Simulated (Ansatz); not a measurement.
The same path of Cl2H2OSi + H2 (8 atoms, charge 0, multiplicity 1) was run twice with different band settings. Lost on the way: Si1–O2, H6–H7. Made: Si1–H7, O2–H6.

Computed with RKS revPBE-D4/def2-SVP in Ansatz 0.2.0.

Relaxed end points:

```xyz
8
Properties=species:S:1:pos:R:3
Si -0.522 0.451 -1.013
O 0.792 1.000 -0.161
Cl -0.015 -1.115 -2.278
Cl -1.998 -0.250 0.277
H -1.040 1.597 -1.805
H 0.441 -0.947 2.134
H 1.150 -1.104 2.378
H 1.191 0.370 0.468
```

```xyz
8
Properties=species:S:1:pos:R:3
Si -0.154 -0.381 -0.906
O 0.778 0.958 1.311
Cl -0.744 -1.348 -2.666
Cl -1.679 -0.759 0.488
H -0.097 1.071 -1.233
H -0.101 1.300 1.569
H 1.113 -1.045 -0.486
H 0.884 0.204 1.923
```

Common settings: movable images 7; climbing image yes; optimiser quadratic models (default); start path through a guess of the saddle point; force threshold 0.05 eV/Å; iteration limit 60; end points relaxed.

| run | spring |
| --- | --- |
| 1 | 5.0 eV/Å² |
| 2 | 2.0 to 10.0 eV/Å², energy-weighted |

Task: What does each run give, and how far can it be trusted?

Result: Run 1: converged after 32 iterations, highest image 2.126 eV above the first end. Neighbouring images differ by up to 1.7 eV, so the band resolves the path poorly. A vibrational analysis at the climbing image gives one clearly imaginary mode, 1174i cm⁻¹: a first-order saddle point.
Run 2: converged after 33 iterations, highest image 2.121 eV above the first end. The order of the stationary point at the top wasn't checked.
The orbitals stay closed-shell, which can raise the energy where a bond breaks towards radicals; this wasn't checked here.
